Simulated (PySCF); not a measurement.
C₇H₆ (charge +1 and doublet state).
Cartesian coordinates in Å at the GFN2-xTB level; atoms count from 1:
```xyz
13
C7H6 angstrom
C     -1.4689   -0.6841   -0.3019
C     -0.3209   -1.4467   -0.0196
C      0.7929   -0.7304    0.2458
C      2.0735   -0.0171    0.2535
C      0.7997    0.7079    0.2870
C     -0.3074    1.4484    0.0629
C     -1.4622    0.7136   -0.2622
H     -2.3927   -1.1944   -0.5319
H     -0.3601   -2.5281   -0.0050
H      2.7286    0.0047   -0.6146
H      2.6304   -0.0462    1.1921
H     -0.3364    2.5276    0.1394
H     -2.3808    1.2450   -0.4632
```

As a line formula: `[CH]1C=C2CC2=C[CH+]1` [radical] (charge +1).

Theory: UKS B3LYP, pcH-1 on C H, non-relativistic, mean-field spin-orbit, GIAO (PySCF). Geometry: GFN2-xTB; no solvent, vibrations or thermal averaging. Couplings are sensitive to structure, and on GFN2-xTB geometries they can be far from those on DFT ones, by a factor of two or more for some ions and for spin on atoms past the first row. No stability test was run, so a lower SCF solution isn't excluded.

Q: The isotropic 13C couplings, averaged over equivalent nuclei, are +41.9, -37.5, -21.0, +17.8 MHz. Assign them to C1/C7; C2/C6; C3/C5; C4.

A: 
| site | a_iso (MHz) | ρ(0) (bohr⁻³) | position | distance from C3 (Å) | spin population | largest \|T\| (MHz) |
| --- | --- | --- | --- | --- | --- | --- |
| C1/C7 | +17.8 | +0.0159 | a main spin site | 2.53 | +0.23 | 37.9 |
| C2/C6 | -21.0 | -0.0187 | 1 bond from C3 | 1.90 | -0.10 | 12.3 |
| C3/C5 | +41.9 | +0.0373 | largest spin population | 0.72 | +0.34 | 58.7 |
| C4 | -37.5 | -0.0333 | 1 bond from C3 | 1.47 | -0.06 | 9.7 |

Q: Match the computed a_iso(1H) values +180.2, +19.3, -15.8 MHz (means over equivalent nuclei) with the sites H8/H13; H9/H12; H10/H11.

A: 
| site | a_iso (MHz) | ρ(0) (bohr⁻³) | position | distance from C3 (Å) | bound to | spin population there | largest \|T\| (MHz) |
| --- | --- | --- | --- | --- | --- | --- | --- |
| H8/H13 | -15.8 | -0.0035 | 1 bond from C1 | 3.56 | C1/C7 | +0.23 | 12.6 |
| H9/H12 | +19.3 | +0.0043 | 2 bonds from C3, on C2 of spin population -0.10 | 2.80 | C2/C6 | -0.10 | 3.3 |
| H10/H11 | +180.2 | +0.0403 | 2 bonds from C3 | 2.21 | C4 | -0.06 | 9.1 |

ρ(0) is the spin density at the nucleus and T the dipolar tensor; entries for several nuclei are means. The Mulliken spin populations are largest on C3 (+0.34), C5 (+0.34), C7 (+0.23) and C1 (+0.23). Four atoms exceed +0.15. The positive populations add up to 1.29 and the negative ones to -0.29, together 2S = 1. Main spin sites, with 60 % or more of the largest population: C1, C3, C5, C7; positions count bonds from the nearest.

Nuclei that the bonding pattern makes equivalent are averaged, as if the motion that swaps them (rotation, inversion, ring flip) were fast. The 1H value of +180.2 MHz is a mean of couplings from 119.9 to 240.5 MHz in this one geometry, not an average over conformers.

C1, the radical centre as drawn in `[CH]1C=C2CC2=C[CH+]1`, holds a spin population of +0.23 out of 1.

Hardware: one thread of an Arm Neoverse V2 (shared host). Cost: 38 s.
